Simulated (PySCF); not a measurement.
## Fractional electron number in Pr(2+) (praseodymium, charge +2)

The 4f alpha orbital of [Xe] 4f3 is emptied in steps (occupation f), with all orbitals relaxed, ending at [Xe] 4f2. Calculation: PySCF 2.14, in def2-TZVP with the def2 core potential (28 electrons) (10s7p5d4f1g, 93 functions); a scalar-relativistic core potential. The exact energy is a straight line in f; departures are measured from the line between the end points of the same method.

```
   f  UHF (eV)  LDA (eV)  PBE (eV)
   1     0.000     0.000     0.000
0.75     0.645    -1.528    -1.487
 0.5     0.829    -2.065    -2.008
0.25     0.600    -1.571    -1.524
   0     0.000     0.000     0.000
```

```csv
method,E(f=0) − E(f=1) (eV),−ε at f=1 (eV),−ε at f=0.5 (eV)
UHF,19.553,23.117,19.434
LDA,23.034,15.024,22.909
PBE,22.932,15.112,22.831
```

Orbital energy along the path (eV):

| f | UHF | LDA | PBE |
| --- | --- | --- | --- |
| 1 | -23.117 | -15.024 | -15.112 |
| 0.75 | -21.179 | -18.841 | -18.888 |
| 0.5 | -19.434 | -22.909 | -22.831 |
| 0.25 | -17.867 | -27.135 | -26.926 |
| 0 | -16.465 | -31.528 | -31.153 |

Reference removal energy between the ground levels: 21.624 eV (measured; NIST Atomic Spectra Database, ionization energies). The calculation has no spin-orbit coupling. The determinant left behind need not be the lowest term of the ion. UHF lacks correlation.
